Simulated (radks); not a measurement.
Q: The table gives one normalised radial function P(r) = r R(r) of V10+ in [Ne] 3s1 3p2 (r in bohr). All-electron calculation, scalar-relativistic Kohn-Sham, PBEsol, spin-polarised, spherical densities, finite nucleus; open shells are filled with parallel spins first; Fermi nuclear charge, rms radius 3.6002 fm. Program: a radial shooting solver on a logarithmic mesh with Libxc functionals.

| r | P |
|---|---|
| 0.007604 | 0.0096 |
| 0.009513 | 0.0146 |
| 0.0119 | 0.0220 |
| 0.01489 | 0.0331 |
| 0.01878 | 0.0500 |
| 0.02349 | 0.0738 |
| 0.02939 | 0.1075 |
| 0.03706 | 0.1561 |
| 0.04637 | 0.2191 |
| 0.05801 | 0.2995 |
| 0.07258 | 0.3962 |
| 0.09153 | 0.5063 |
| 0.1145 | 0.6064 |
| 0.1433 | 0.6741 |
| 0.1807 | 0.6710 |
| 0.226 | 0.5563 |
| 0.2828 | 0.3036 |
| 0.3538 | -0.0811 |
| 0.4461 | -0.5554 |
| 0.5582 | -0.9703 |
| 0.6983 | -1.2047 |
| 0.8806 | -1.1569 |
| 1.102 | -0.8638 |
| 1.378 | -0.4902 |
| 1.724 | -0.2028 |
| 2.175 | -0.0541 |
| 2.721 | -0.0093 |

Which n and l does it have? It may be an empty orbital.

A: n = 3, l = 1: the number of nodes gives n - l - 1 = 1, the rise at small r (about r^(l+1)) gives l, and the extent must fit the shell. The curve is that of 3p up; the table hardly tells the two spins apart. 3p up: eigenvalue -244.68 eV, 1 radial node at r = 0.339 bohr, <r> = 0.827 bohr, 90 % of the charge inside 1.22 bohr.
